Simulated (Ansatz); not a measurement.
`N[SiH](Cl)BO` + CH₃OH → `N[SiH](O)Cl` + `CBO`  (formal exchange of groups at the Si–B bond)

Program: Ansatz. Geometries: PBE0-D4/def2-TZVP. ΔE: electronic, gas phase. CBS: MP2 limit from def2 TZ/QZ plus the TZ coupled-cluster correction, frozen cores. This one scheme is used for every species. Functionals use def2-TZVPP. B3LYP here is the variant with VWN-RPA as its local correlation; programs differ in this. One conformer a species, not always the lowest.

```tsv
level	ΔE (eV)	difference from CCSD(T)/CBS
PBE-D4	-2.32	0.22
r2SCAN-D4	-2.55	-0.01
PBE0-D4	-2.41	0.13
B3LYP-D4	-2.45	0.09
ωB97X-V	-2.45	0.09
ωB97M-V	-2.56	-0.02
B2PLYP	-2.54	0.00
PBE	-2.33	0.21
r2SCAN	-2.56	-0.02
PBE0	-2.42	0.12
B3LYP	-2.46	0.08
HF/def2-TZVPP	-2.57	-0.03
MP2/def2-TZVPP	-2.64	-0.10
SCS-MP2/def2-TZVPP	-2.56	-0.02
CCSD/def2-TZVPP	-2.53	0.01
CCSD(T)/def2-TZVPP	-2.51	0.03
HF/def2-QZVPP	-2.59	-0.05
MP2/def2-QZVPP	-2.66	-0.12
SCS-MP2/def2-QZVPP	-2.59	-0.05
HF/CBS(def2)	-2.59	-0.05
MP2/CBS(def2)	-2.67	-0.13
CCSD/CBS(def2)	-2.55	-0.01
CCSD(T)/CBS	-2.54	0
```

Largest T1 diagnostic among the species: 0.012.

From PBE to PBE0 (25 % exact exchange), in def2-TZVPP and without D4, ΔE moves by −0.09 eV.
